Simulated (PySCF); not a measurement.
# Bond lengths and vibrations by method: Al2ClHO

Calculated results; nothing here was measured. The program is PySCF 2.14.0, an open-source quantum chemistry code, run on an isolated molecule that a program drew, which may never have been made. The molecule is Al2ClHO (charge 0, singlet), drawn as the SMILES string `[O]=[Al][AlH][Cl]`.

The geometry was optimised and harmonic frequencies were computed with HF and MP2, all in the cc-pV(D+d)Z basis, for the commonest isotopes, with a restricted reference for singlets and an unrestricted one otherwise, and a frozen core in MP2. Each result is a local minimum of its method.

Geometry at the HF minimum:
```xyz
5
Al2ClHO, angstrom
O    -0.2412   -2.9926   -2.8096
Al   -1.0604   -1.7562   -2.2821
Al   -2.4210    0.2931   -1.4745
Cl   -2.5263    0.5720    0.6102
H    -3.1476    1.3056   -2.4198
```

Lengths of the bonds as drawn, in Å (atoms numbered as above):
| bond | HF | MP2 |
|---|---|---|
| O1-Al2 | 1.574 | 1.635 |
| Al2-Al3 | 2.589 | 2.581 |
| Al3-Cl4 | 2.106 | 2.105 |
| Al3-H5 | 1.564 | 1.569 |

Rotational constants, in GHz:
```
constant,HF,MP2
A,11.89,11.92
B,1.165,1.15
C,1.061,1.049
```

Harmonic frequencies in cm^-1, each column in rising order, so a row needn't be the same motion in every method:
| rank | HF | MP2 |
|---|---|---|
| 1 | 85 | 77 |
| 2 | 148 | 120 |
| 3 | 185 | 159 |
| 4 | 330 | 319 |
| 5 | 439 | ? |
| 6 | 542 | 543 |
| 7 | 669 | 642 |
| 8 | 1199 | 1020 |
| 9 | 2054 | 2010 |

**Estimate the missing MP2 frequency from the HF column.**

A single factor s that minimises the squared misfit of MP2 against s times HF over the other rows is sum(HF x MP2) / sum(HF^2) = 0.9489, with an rms misfit of 49 cm^-1. For rank 5 it gives 0.9489 x 439 = 417 cm^-1. The calculation gives 421 cm^-1, 4 cm^-1 above the estimate. The drawn bonds are on average 1.0 % longer in MP2 than in HF.
